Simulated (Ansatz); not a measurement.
Basis sets compared for B7P7. Charge 0, multiplicity 1. Geometry PBE-D4/def2-SVP. Ansatz on 2 threads of AMD EPYC 7R13 on a shared host and a share (18 GiB) of an NVIDIA H100 80GB HBM3; times are rough, and most runs start from earlier orbitals.

```xyz
14

B     0.890    1.372    1.385
P     0.097    2.979    1.429
B     1.043   -1.492    0.466
P     2.161   -0.078    1.304
B     0.075   -0.188    1.042
B    -0.726    1.391    0.854
P     0.713   -1.484    2.391
B     0.543   -0.651   -1.922
P     0.812   -2.407   -1.235
P     0.394    1.010   -2.611
B    -0.983    0.330   -1.556
P    -2.270    1.275   -0.329
B    -0.454   -1.147   -0.415
P    -2.295   -0.910   -0.803
```

Single mean-field runs in def2-TZVP are fitted with def2-universal-jkfit.

Binding counts from free atoms (B doublet, P quartet) in the same basis, without a counterpoise term.

```tsv
level	functions	energy (Eh)	HOMO (eV)	LUMO (eV)	binding per atom (eV)	wall time
PBE-D4/def2-SVP	224	-2561.3408	-5.99	-4.71	4.58	7.5 s
PBE0-D4/def2-SVP	224	-2561.5465	-6.95	-4.22	4.41	13 s
```

Estimate the rows for PBE-D4/def2-TZVP (with forces), PBE0-D4/def2-TZVP.


```
                         level  functions  energy (Eh)  HOMO (eV)  LUMO (eV)  binding per atom (eV)  wall time
PBE-D4/def2-TZVP (with forces)        476   -2562.3296      -5.96      -4.69                   4.54      4.3 s
             PBE0-D4/def2-TZVP        476   -2562.5289      -6.86      -4.13                   4.38      3.9 s
```
